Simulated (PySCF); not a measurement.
Antimony: a sound run and one with changed settings

Sound run: Sb(2+) [Kr] 4d10 5s2 5p1, Sb(3+) [Kr] 4d10 5s2. Calculation: PySCF 2.14, in x2c-SVPall (6s5p3d, 36 functions); the spin-free X2C one-electron Hamiltonian (Gaussian nucleus). In the sound run the correlated levels freeze [Kr] 4d10. The sound run starts from symmetry-adapted Hartree-Fock orbitals and uses a fine grid where one is needed.

A second run was set up differently.

| species | method | sound run (hartree) | changed run (hartree) | converged |
| --- | --- | --- | --- | --- |
| Sb(2+) | MP2 | -6476.37804 | -6476.40362 | yes |
| Sb(3+) | MP2 | -6475.48835 | -6475.51206 | yes |

Ionisation energy of Sb(2+):

```tsv
method	sound run (eV)	changed run (eV)
UHF	24.103	24.103
MP2	24.210	24.261
SCS-MP2	24.190	24.211
```

**Question.** What was changed?
A. basis contracted for another Hamiltonian
B. all electrons correlated in a valence basis
C. a valence shell is frozen
D. too few SCF iterations

**Answer.** B. A valence basis has no tight correlating functions, so it recovers only part of the core correlation, and not evenly between atom and ion.
